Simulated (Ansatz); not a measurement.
Compare A (`C[NH][Al]([CH3])[F]`) with its isomer B (`C[CH2][Al]([NH2])[F]`).

Isolated molecules relaxed with PBE0-D4/def2-TZVP in Ansatz; ΔE leaves out vibrations. CBS: MP2 limit from def2 TZ/QZ plus the TZ coupled-cluster correction, frozen cores. Functionals use def2-TZVPP. B3LYP here is the variant with VWN-RPA as its local correlation; programs differ in this. One conformer a species, not always the lowest.

Question: Which isomer does CCSD(T)/CBS put lower? Give the gap. (Best estimate.)

Answer: The calculation gave: B, by 6.5 kcal/mol.

Question: Give E(B) − E(A) in kcal/mol with B3LYP, LDA (SPW92), B2PLYP, CCSD(T)/def2-TZVPP, HF/def2-TZVPP, B3LYP-D4, BLYP-D4. (Best estimate.)

Answer: The calculation gave: B3LYP -5.3, LDA (SPW92) -5.5, B2PLYP -5.7, CCSD(T)/def2-TZVPP -6.1, HF/def2-TZVPP -5.4, B3LYP-D4 -5.5, BLYP-D4 -5.2. None reverses the order clearly.

Question: Does the order hold for the free energy at 298.15 K (harmonic terms from PBE0-D4)? (Estimate.)

Answer: The calculation gave: Yes: G(B) − G(A) = -5.9 kcal/mol, for one conformer each. Modes under 60 cm⁻¹, often nearly free rotors, make the harmonic entropy too high.

Largest T1 diagnostic: 0.011.

At CCSD(T), def2-SVP lies +1.9 kcal/mol from the extrapolated value and def2-TZVPP +0.4 kcal/mol. Leaving LDA and LC-ωPBE aside and taking each functional with its dispersion term where it has one, the values, not all of them listed here, spread over 1.0 kcal/mol, from PBE-QIDH to BLYP-D4.
